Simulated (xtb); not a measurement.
xtb job for W(NH)(S)(F)(OMe) (CH4FNOSW), SMILES [O](C)[W]([F])(=[S])=[NH], multiplicity 1, GFN2-xTB. 

```
$ xtb mol.xyz --gfn 2 --sp --chrg 0 --uhf 0 --json
$ cat mol.xyz
10

W     -0.23847022    -0.02947021     0.05627666
N     -1.20802094    -1.46975106    -0.33088348
H     -1.69606080    -2.34582111    -0.52501778
S      1.20165028    -0.57485171     1.61566716
F     -1.27536569     1.38583061     0.75148764
O      0.71840512     0.63709774    -1.33645046
C      1.51856258     0.70986384    -2.48286981
H      1.42560623     1.70265325    -2.94062514
H      2.56840831     0.53832992    -2.20298523
H      1.19825919    -0.05692163    -3.20490135
```

Program output:

```
[banner left out]
          |                Calculation Setup                |
           -------------------------------------------------



           -------------------------------------------------
          |                 G F N 2 - x T B                 |
           -------------------------------------------------

        Reference                      10.1021/acs.jctc.8b01176
      * Hamiltonian:
        H0-scaling (s, p, d)           1.850000    2.230000    2.230000
        zeta-weighting                 0.500000
      * Dispersion:
        s8                             2.700000
        a1                             0.520000
        a2                             5.000000
        s9                             5.000000
      * Repulsion:
        kExp                           1.500000    1.000000
        rExp                           1.000000
      * Coulomb:
        alpha                          2.000000
        third order                    shell-resolved
        anisotropic                    true
        a3                             3.000000
        a5                             4.000000
        cn-shift                       1.200000
        cn-exp                         4.000000
        max-rad                        5.000000


          ...................................................
          :                      SETUP                      :
          :.................................................:
          :  # basis functions                  40          :
          :  # atomic orbitals                  38          :
          :  # shells                           18          :
          :  # electrons                        38          :
          :  max. iterations                   250          :
          :  Hamiltonian                  GFN2-xTB          :
          :  restarted?                      false          :
          :  GBSA solvation                  false          :
          :  PC potential                    false          :
          :  electronic temp.          300.0000000     K    :
          :  accuracy                    1.0000000          :
          :  -> integral cutoff          0.2500000E+02      :
          :  -> integral neglect         0.1000000E-07      :
          :  -> SCF convergence          0.1000000E-05 Eh   :
          :  -> wf. convergence          0.1000000E-03 e    :
          :  Broyden damping             0.4000000          :
          :  net charge                          0          :
          :  unpaired electrons                  0          :
          ...................................................

 iter      E             dE          RMSdq      gap      omega  full diag
   1     -9.2153230 -0.921532E+01  0.254E+01    0.70       0.0  T
   2    -11.8355657 -0.262024E+01  0.314E+01    9.19       1.0  T
   3    -17.0661938 -0.523063E+01  0.185E+01    7.94       1.0  T
   4    -19.2309964 -0.216480E+01  0.139E+01    5.55       1.0  T
   5    -20.2189143 -0.987918E+00  0.113E+01    4.40       1.0  T
   6    -20.8639679 -0.645054E+00  0.913E+00    3.77       1.0  T
   7    -21.0102494 -0.146281E+00  0.855E+00    3.56       1.0  T
   8    -21.5118380 -0.501589E+00  0.509E+00    2.89       1.0  T
   9    -21.5739103 -0.620723E-01  0.698E+00    1.84       1.0  T
  10    -21.6221844 -0.482740E-01  0.719E+00    2.90       1.0  T
  11    -21.8006368 -0.178452E+00  0.347E+00    2.52       1.0  T
  12    -21.7696183  0.310185E-01  0.235E+00    2.67       1.0  T
  13    -21.7921800 -0.225618E-01  0.246E+00    2.53       1.0  T
  14    -21.8013636 -0.918361E-02  0.222E+00    2.49       1.0  T
  15    -21.8035466 -0.218298E-02  0.171E+00    2.56       1.0  T
  16    -21.8210689 -0.175223E-01  0.559E-01    2.51       1.0  T
  17    -21.8245636 -0.349468E-02  0.299E-01    2.46       1.0  T
  18    -21.8245321  0.315083E-04  0.239E-01    2.46       1.0  T
  19    -21.8247236 -0.191538E-03  0.628E-02    2.47       1.0  T
  20    -21.8247210  0.263497E-05  0.473E-02    2.47       1.0  T
  21    -21.8247420 -0.209783E-04  0.424E-03    2.47       7.5  T
  22    -21.8247421 -0.899264E-07  0.509E-03    2.47       6.2  T
  23    -21.8247422 -0.784623E-07  0.108E-03    2.47      29.2  T
  24    -21.8247422  0.415857E-08  0.830E-04    2.47      38.1  T
  25    -21.8247422 -0.696836E-08  0.832E-05    2.47     380.2  T

   *** convergence criteria satisfied after 25 iterations ***

         #    Occupation            Energy/Eh            Energy/eV
      -------------------------------------------------------------
         1        2.0000           -0.8814451             -23.9853
       ...           ...                  ...                  ...
        13        2.0000           -0.4797419             -13.0544
        14        2.0000           -0.4782809             -13.0147
        15        2.0000           -0.4133140             -11.2468
        16        2.0000           -0.4060863             -11.0502
        17        2.0000           -0.4001343             -10.8882
        18        2.0000           -0.3820248             -10.3954
        19        2.0000           -0.3697594             -10.0617 (HOMO)
        20                         -0.2790625              -7.5937 (LUMO)
        21                         -0.2692472              -7.3266
        22                         -0.2192310              -5.9656
        23                         -0.2076656              -5.6509
        24                         -0.2005817              -5.4581
       ...                                ...                  ...
        38                          0.9440087              25.6878
      -------------------------------------------------------------
                  HL-Gap            0.0906969 Eh            2.4680 eV
             Fermi-level           -0.3244110 Eh           -8.8277 eV

 SCC (total)                   0 d,  0 h,  0 min,  0.015 sec
 SCC setup                      ...        0 min,  0.000 sec (  0.538%)
 Dispersion                     ...        0 min,  0.000 sec (  0.263%)
 classical contributions        ...        0 min,  0.000 sec (  0.101%)
 integral evaluation            ...        0 min,  0.002 sec ( 13.377%)
 iterations                     ...        0 min,  0.010 sec ( 63.849%)
 molecular gradient             ...        0 min,  0.003 sec ( 21.247%)
 printout                       ...        0 min,  0.000 sec (  0.563%)

         :::::::::::::::::::::::::::::::::::::::::::::::::::::
         ::                     SUMMARY                     ::
         :::::::::::::::::::::::::::::::::::::::::::::::::::::
         :: total energy             -21.698041387208 Eh    ::
         :: gradient norm              0.000228153290 Eh/a0 ::
         :: HOMO-LUMO gap              2.467988267547 eV    ::
         ::.................................................::
         :: SCC energy               -21.824723554910 Eh    ::
         :: -> isotropic ES           -0.017491801578 Eh    ::
         :: -> anisotropic ES         -0.000975670111 Eh    ::
         :: -> anisotropic XC          0.005760898321 Eh    ::
         :: -> dispersion             -0.007220283849 Eh    ::
         :: repulsion energy           0.126682167701 Eh    ::
         :: add. restraining           0.000000000000 Eh    ::
         :: total charge              -0.000000000000 e     ::
         :::::::::::::::::::::::::::::::::::::::::::::::::::::

           -------------------------------------------------
          |                Property Printout                |
           -------------------------------------------------

    * Orbital Energies and Occupations

         #    Occupation            Energy/Eh            Energy/eV
      -------------------------------------------------------------
         1        2.0000           -0.8814451             -23.9853
       ...           ...                  ...                  ...
         7        2.0000           -0.5839877             -15.8911
         8        2.0000           -0.5804875             -15.7959
         9        2.0000           -0.5259787             -14.3126
        10        2.0000           -0.5236280             -14.2486
        11        2.0000           -0.5218832             -14.2012
        12        2.0000           -0.4820474             -13.1172
        13        2.0000           -0.4797419             -13.0544
        14        2.0000           -0.4782809             -13.0147
        15        2.0000           -0.4133140             -11.2468
        16        2.0000           -0.4060863             -11.0502
        17        2.0000           -0.4001343             -10.8882
        18        2.0000           -0.3820248             -10.3954
        19        2.0000           -0.3697594             -10.0617 (HOMO)
        20                         -0.2790625              -7.5937 (LUMO)
        21                         -0.2692472              -7.3266
        22                         -0.2192310              -5.9656
        23                         -0.2076656              -5.6509
        24                         -0.2005817              -5.4581
        25                         -0.0002691              -0.0073
        26                          0.0175898               0.4786
        27                          0.0196848               0.5357
        28                          0.0444541               1.2097
        29                          0.0697600               1.8983
        30                          0.0861474               2.3442
       ...                                ...                  ...
        38                          0.9440087              25.6878
      -------------------------------------------------------------
                  HL-Gap            0.0906969 Eh            2.4680 eV
             Fermi-level           -0.3244110 Eh           -8.8277 eV

     #   Z          covCN         q      C6AA      α(0)
     1  74 W        3.432     0.993   400.459    44.136
     2   7 N        1.743    -0.484    33.784     8.602
     3   1 H        0.860     0.209     1.063     1.615
     4  16 S        0.947    -0.361   154.818    21.045
     5   9 F        0.758    -0.312    12.460     4.169
     6   8 O        1.679    -0.328    19.501     5.962
     7   6 C        3.636     0.049    20.117     6.454
     8   1 H        0.924     0.073     2.050     2.239
     9   1 H        0.923     0.082     1.961     2.190
    10   1 H        0.923     0.079     1.993     2.208

 Mol. C6AA /au·bohr⁶  :       3057.096972
 Mol. C8AA /au·bohr⁸  :     194217.403554
 Mol. α(0) /au        :         98.619989


Wiberg/Mayer (AO) data.
largest (>0.10) Wiberg bond orders for each atom

 ---------------------------------------------------------------------------
     #   Z sym  total        # sym  WBO       # sym  WBO       # sym  WBO
 ---------------------------------------------------------------------------
     1  74 W    6.915 --     2 N    2.232     4 S    2.180     6 O    1.259
                             5 F    1.003
     2   7 N    3.337 --     1 W    2.232     3 H    0.868     4 S    0.124
     3   1 H    0.957 --     2 N    0.868
     4  16 S    2.485 --     1 W    2.180     2 N    0.124
     5   9 F    1.173 --     1 W    1.003
     6   8 O    2.412 --     1 W    1.259     7 C    0.962
     7   6 C    3.934 --     8 H    0.964     6 O    0.962     9 H    0.949
                            10 H    0.944
     8   1 H    0.995 --     7 C    0.964
     9   1 H    0.993 --     7 C    0.949
    10   1 H    0.994 --     7 C    0.944
 ---------------------------------------------------------------------------

Topologies differ in total number of bonds
Writing topology from bond orders to xtbtopo.mol

molecular dipole:
                 x           y           z       tot (Debye)
Note: The following floating-point exceptions are signalling: IEEE_UNDERFLOW_FLAG IEEE_DENORMAL
normal termination of xtb
 q only:        0.388      -0.079      -1.971
   full:       -0.197       1.086      -2.555       7.074
molecular quadrupole (traceless):
                xx          xy          yy          xz          yz          zz
 q only:       -1.113       5.180      -1.939      -7.319      -1.211       3.052
  q+dip:       -1.666       6.650       1.142      -8.353       0.097       0.524
   full:       -1.665       6.553       0.671      -9.130       0.230       0.994


           -------------------------------------------------
          | TOTAL ENERGY              -21.698041387208 Eh   |
          | GRADIENT NORM               0.000228153290 Eh/α |
          | HOMO-LUMO GAP               2.467988267547 eV   |
           -------------------------------------------------

------------------------------------------------------------------------
------------------------------------------------------------------------
 total:
 SCF:
```

The run converged.
